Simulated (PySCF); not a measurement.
Calculation: B3LYP-D3(BJ)/def2-TZVP // BP86-D3(BJ)/def2-SVP (PySCF). All species are isolated molecules in the gas phase. One relaxed conformer stands for a flexible species; it need not be the lowest. B3LYP has the VWN-RPA correlation part, as in Gaussian. 

Reference species: [Hf(Cl)3(OH)] (neutral, multiplicity 1).

| Quantity | Value |
|---|---|
| LUMO | -1.75 eV |
| HOMO | -9.01 eV |

Changed species: [Hf(Cl)4] (0 of 4 Cl replaced by OH; the reference has 1 of 4 Cl replaced by OH).

Q: Give the shifts of the LUMO and HOMO.

A: the LUMO drops by 0.70 eV, to -2.45 eV; the HOMO drops by 0.41 eV, to -9.42 eV.
